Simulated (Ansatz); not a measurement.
Geometry optimisation, UKS PBE-D4/def2-SVP (Ansatz).

Input file:

```yaml
crystal:
  periodic: [false, false, false]
  atoms:
    - { symbol: C, position_ang: [-0.2186, 0.4245, 1.3293] }
    - { symbol: C, position_ang: [0.5726, -0.0624, 0.4297] }
    - { symbol: F, position_ang: [1.8188, -0.3478, 0.7841] }
    - { symbol: Al, position_ang: [0.0851, -0.4253, -1.4272] }
    - { symbol: Cl, position_ang: [-2.0528, 0.012, -2.0844] }
    - { symbol: H, position_ang: [0.0637, 0.6843, 2.3303] }
    - { symbol: H, position_ang: [-1.2633, 0.7105, 1.0479] }
    - { symbol: H, position_ang: [1.0867, -1.0529, -2.4657] }
magnetization:
  spin_polarized: true
basis:
  gaussian: { orbitals: def2-SVP }
hamiltonian:
  xc: pbe
  dispersion: d4
relax:
  f_tol: 0.02
  max_steps: 50
output:
  orbitals: {}
```

Run as:

```bash
$ ansatz run input.yaml --threads 2 --pin off --max-ram 3072MiB --backend cpu --events-out ev --progress --plain --runs-dir out
```

Problem. Where does it end, and by what steps?

Solution. It converged. After 8 steps the energy has fallen by 0.347 eV; Cl5 moved furthest, 0.16 Å.

```tsv
step	energy less start (eV)	largest force component (eV/Å)	accepted
0	0.0000	3.611	yes
1	-0.3130	1.084	yes
2	-0.3212	0.600	yes
3	-0.3349	0.383	yes
4	-0.3462	0.128	yes
5	-0.3471	0.074	yes
6	-0.3472	0.069	yes
7	-0.3472	0.060	yes
8	-0.3474	0.012	yes
```

```xyz
8
Properties=species:S:1:pos:R:3
C -0.272 0.472 1.332
C 0.558 -0.055 0.410
F 1.843 -0.348 0.767
Al 0.075 -0.450 -1.454
Cl -1.921 0.013 -1.997
H 0.060 0.671 2.365
H -1.309 0.713 1.054
H 1.058 -1.073 -2.532
```

Whether the end is a true minimum wasn't checked by a vibrational analysis.

Run time: 29 s on 2 threads of Arm Neoverse V1 (shared host), peak memory 0.17 GiB.
